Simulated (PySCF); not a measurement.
**`C=C(C=O)[SiH](N)N`, C₃H₈N₂OSi**

Molfile (atoms numbered from 1):
```
C3H8N2OSi
     RDKit          3D

 15 14  0  0  0  0  0  0  0  0999 V2000
   -1.1303    1.7002   -0.0857 C   0  0  0  0  0  0  0  0  0  0  0  0
   -0.6654    0.5339   -0.5309 C   0  0  0  0  0  0  0  0  0  0  0  0
   -1.4372   -0.2039   -1.5247 C   0  0  0  0  0  0  0  0  0  0  0  0
   -1.1710   -1.3233   -1.8918 O   0  0  0  0  0  0  0  0  0  0  0  0
    0.9131   -0.3707    0.0320 Si  0  0  0  0  0  4  0  0  0  0  0  0
    1.4864    0.5265    1.3936 N   0  0  0  0  0  0  0  0  0  0  0  0
    0.6903   -1.9631    0.6477 N   0  0  0  0  0  0  0  0  0  0  0  0
   -0.6092    2.2663    0.6673 H   0  0  0  0  0  0  0  0  0  0  0  0
   -2.0579    2.1240   -0.4477 H   0  0  0  0  0  0  0  0  0  0  0  0
   -2.3198    0.3302   -1.9367 H   0  0  0  0  0  0  0  0  0  0  0  0
    1.8013   -0.5001   -1.1280 H   0  0  0  0  0  0  0  0  0  0  0  0
    1.7289    1.4927    1.2508 H   0  0  0  0  0  0  0  0  0  0  0  0
    2.2074    0.0834    1.9391 H   0  0  0  0  0  0  0  0  0  0  0  0
    0.2574   -2.6226    0.0209 H   0  0  0  0  0  0  0  0  0  0  0  0
    0.3018   -2.0655    1.5723 H   0  0  0  0  0  0  0  0  0  0  0  0
  1  2  2  0
  2  3  1  0
  3  4  2  0
  2  5  1  0
  5  6  1  0
  5  7  1  0
  1  8  1  0
  1  9  1  0
  3 10  1  0
  5 11  1  0
  6 12  1  0
  6 13  1  0
  7 14  1  0
  7 15  1  0
M  END
```

Method used: GIAO HF/pcSseg-1 magnetisability, rotational g tensor and spin-rotation constants, non-relativistic, gas phase in PySCF 2.14.0. Geometry: GFN2-xTB.

Question: Give the nuclear spin-rotation constants along the inertial axes (H = +C I·J) beside the isotropic shieldings.

Answer: Rotational constants 2.9331, 1.8635, 1.2385 GHz. A star marks the isotopologue with that one atom substituted, in its own axes.
```csv
atom,isotope,Caa (kHz),Cbb (kHz),Ccc (kHz),mean (kHz),σ (ppm)
N6,14N,0.083,0.042,0.039,0.055,263.8
N7,14N,0.092,0.058,0.038,0.063,255.7
H8,1H,0.111,-0.065,-0.144,-0.033,25.2
H9,1H,0.152,-0.106,-0.140,-0.031,25.4
H10,1H,0.184,-0.065,-0.116,0.001,22.8
H11,1H,-0.251,-0.143,0.043,-0.117,27.4
H12,1H,-0.316,-0.062,-0.131,-0.170,31.9
H13,1H,-0.009,-0.196,-0.161,-0.122,31.4
H14,1H,-0.193,-0.082,-0.142,-0.139,31.0
H15,1H,-0.327,-0.217,-0.008,-0.184,31.5
C1,13C*,1.558,0.626,0.165,0.783,39.6
C2,13C*,1.509,0.697,0.170,0.792,37.5
C3,13C*,1.649,0.812,0.290,0.917,-10.4
O4,17O*,-2.001,-1.915,-0.037,-1.317,-314.7
Si5,29Si*,-1.614,-0.998,-0.674,-1.095,423.8
```
For the geometry as given, no vibrational averaging.

Question: How do the rotational constants and the g tensor change when H8, H9, H10, H11, H12, H13, H14, H15 are replaced by deuterium?

Answer: Constants 2.4774, 1.6487, 1.0944 GHz; g -0.0336, -0.0240, -0.0039, against -0.0391, -0.0274, -0.0043 before.
